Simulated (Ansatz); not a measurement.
Species: tribromo(ethenyl)germane, C₂H₃Br₃Ge, net charge 0, singlet state. SMILES: C=[CH][Ge]([Br])([Br])[Br]
Coordinates optimised at B3LYP-D3(BJ)/def2-TZVP (Ansatz, a program for electronic structure):
```
C
C 1 1.3252
H 2 1.0834 1 122.20
H 2 1.0845 3 116.66 1 -180.00
H 1 1.0846 2 121.87 3 180.00
Ge 1 1.9329 5 115.30 2 180.00
Br 6 2.3145 1 110.92 5 -180.00
Br 6 2.3157 1 110.48 5 -59.41
Br 6 2.3157 1 110.48 5 59.41
```

Parts of the frozen-core correlation energy in cc-pVQZ (Ansatz, hartree). Frozen orbitals: 58; correlated occupied orbitals by spin: 18 and 18; virtual: 396 and 396. Spin-orbit coupling is left out. Non-relativistic.

```tsv
term	value
reference (HF)	-9870.44978
MP2 opposite-spin	-0.75563
MP2 same-spin	-0.23244
CCSD correlation	-1.03838
(T)	-0.05126
T1 diagnostic	0.010
largest doubles amplitude	0.057
```
